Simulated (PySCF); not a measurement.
## Solvent effects on NMR parameters

Atoms are numbered as in `[CH3:1][CH:2]([CH3:3])/[C:4]([F:5])=[P:6]\[C:7]([CH3:8])([CH3:9])[CH3:10]`. Hydrogens are named by the atom that carries them.

GIAO PBE0/pcSseg-1 in PySCF 2.14 on one PBE0-D3(BJ)/def2-SVP conformer, non-relativistic, equivalent nuclei averaged. Solvents enter as an IEF-PCM continuum (benzene with ε = 2.3, water with ε = 78.4) around the gas-phase geometry. Shifts are referred to TMS, CFCl3 computed in the same medium.

Gas phase, δ in ppm: C4 240.5, C2 38.7, C7 32.3, C8/C9/C10 31.7, C1/C3 21.4, F5 -53.9, H(C2) 3.33, H(C8)/H(C9)/H(C10) 1.27, H(C1)/H(C3) 1.17. Dipole moment 2.84 D.

**Question.** How does each δ change in the continuum?

**Answer.** 
```
             atoms                                        environment  Δδ, benzene  Δδ, water
                C4  carbon double-bonded to a heavier main-group atom         +2.0       +4.9
                C2                                             sp3 CH         +0.7       +1.6
                C7           fully substituted sp3 carbon bonded to P         +1.1       +2.8
         C8/C9/C10                                      methyl carbon         +0.1       +0.3
             C1/C3                                      methyl carbon         +0.2       +0.5
                F5                               fluorine bonded to C         -0.3       +0.2
             H(C2)                              hydrogen on an sp3 CH        +0.09      +0.28
H(C8)/H(C9)/H(C10)                        hydrogen on a methyl carbon        +0.03      +0.06
       H(C1)/H(C3)                        hydrogen on a methyl carbon        +0.02      +0.04
```

Changes are relative to the gas phase. The dipole moment becomes 3.31 D in benzene, 4.09 D in water.

**Question.** Which of the listed nuclei move most (in ppm), and what does the model miss?

**Answer.** C4 (carbon double-bonded to a heavier main-group atom, +4.9 ppm) in water. A continuum only polarises the solute; specific hydrogen bonds, the anisotropy of aromatic solvents and changes of geometry or conformer are outside it.
